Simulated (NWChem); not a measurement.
System: SbCl₂ cation; SMILES [Cl][Sb+][Cl]

All runs: NWChem. The geometry was optimised at PBE-D3(BJ)/def2-SVP (def2 core potentials past Kr).

Q: What does the run give for PBE0/STO-3G, non-relativistic? Quantities: highest occupied level (eV); orbital gap (eV).

A: 
```json
{
  "highest occupied level (eV)": "-13.49",
  "orbital gap (eV)": "3.78"
}
```
